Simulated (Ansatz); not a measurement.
The same path of Cl3HSn (5 atoms, charge 0, multiplicity 1) was run twice with different band settings. Lost on the way: Sn1–H2, Sn1–Cl3. Made: H2–Cl3.

Method: RKS CAM-B3LYP/def2-SVP in Ansatz 0.2.0.

Relaxed end points:

```xyz
5
Properties=species:S:1:pos:R:3
Sn 0.208 0.000 0.331
H -0.038 0.000 2.007
Cl 2.474 0.000 -0.190
Cl -0.741 1.877 -0.663
Cl -0.741 -1.877 -0.663
```

```xyz
5
Properties=species:S:1:pos:R:3
Sn -1.124 0.054 0.243
H 1.910 -0.114 2.202
Cl 1.985 0.068 0.928
Cl -0.755 1.814 -1.334
Cl -0.856 -1.822 -1.217
```

Common settings: movable images 5; spring 5.0 eV/Å²; start path through a guess of the saddle point; force threshold 0.05 eV/Å; iteration limit 60; end points relaxed.

| run | climbing image | optimiser |
| --- | --- | --- |
| 1 | yes | quadratic models (default) |
| 2 | from the first iteration | fire |

**Question.** What does each run give, and how far can it be trusted?

**Answer.** Run 1: converged after 7 iterations, highest image 1.910 eV above the first end. Neighbouring images differ by up to 1.3 eV, so the band resolves the path poorly. A vibrational analysis at the climbing image gives one clearly imaginary mode, 1165i cm⁻¹: a first-order saddle point.
Run 2: converged after 38 iterations, highest image 1.909 eV above the first end. Neighbouring images differ by up to 1.3 eV, so the band resolves the path poorly. Another band between the same ends (5 images) ends at a top of the same energy, where a vibrational analysis finds 1 clearly imaginary mode.
The orbitals stay closed-shell, which can raise the energy where a bond breaks towards radicals; this wasn't checked here.
